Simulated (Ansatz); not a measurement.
Geometry optimisation, RKS r2SCAN/def2-SVP in Ansatz 0.2.0.

Input file:

```yaml
crystal:
  periodic: [false, false, false]
  atoms:
    - { symbol: "N", position_ang: [-0.5842, 1.2312, -0.1975] }
    - { symbol: Si, position_ang: [0.8124, 0.228, -0.1083] }
    - { symbol: O, position_ang: [0.7779, -0.628, 1.3634] }
    - { symbol: Sb, position_ang: [0.4043, -2.1866, 0.1527] }
    - { symbol: H, position_ang: [-1.12435, 1.19454, 0.71154] }
    - { symbol: H, position_ang: [-0.2886, 2.26985, -0.26858] }
    - { symbol: H, position_ang: [2.1558, 0.8566, -0.3258] }
    - { symbol: H, position_ang: [-1.3517, -1.8795, 0.3691] }
basis:
  gaussian: { orbitals: def2-SVP }
hamiltonian:
  xc: r2scan
relax:
  f_tol: 0.015
  max_steps: 40
```

Launched with:

```bash
$ ansatz run input.yaml --threads 2 --pin off --max-ram 3072MiB --backend cpu --events-out ev --progress --plain --runs-dir out
```

Q: Where does it end, and by what steps?

A: The run converged. After 10 steps the energy has fallen by 0.607 eV; N1 moved furthest, 0.47 Å.

```tsv
step	energy less start (eV)	largest force component (eV/Å)	accepted
0	0.0000	3.039	yes
1	-0.3708	1.021	yes
2	-0.4729	0.595	yes
3	-0.5365	0.976	yes
4	-0.5708	0.249	yes
5	-0.5813	0.587	yes
6	-0.6005	0.118	yes
7	-0.6032	0.105	yes
8	-0.6066	0.069	yes
9	-0.6068	0.045	yes
10	-0.6070	0.007	yes
```

```xyz
8
Properties=species:S:1:pos:R:3
N -0.378 1.469 0.156
Si 0.789 0.224 0.124
O 0.912 -0.716 1.473
Sb 0.395 -2.269 0.078
H -1.320 1.319 0.503
H -0.317 2.268 -0.466
H 2.024 0.805 -0.468
H -1.304 -2.013 0.297
```

Whether the end is a true minimum wasn't checked by a vibrational analysis.

Time of the run: 34 s on 2 threads of Arm Neoverse V2, on a shared host, peak memory 0.17 GiB.
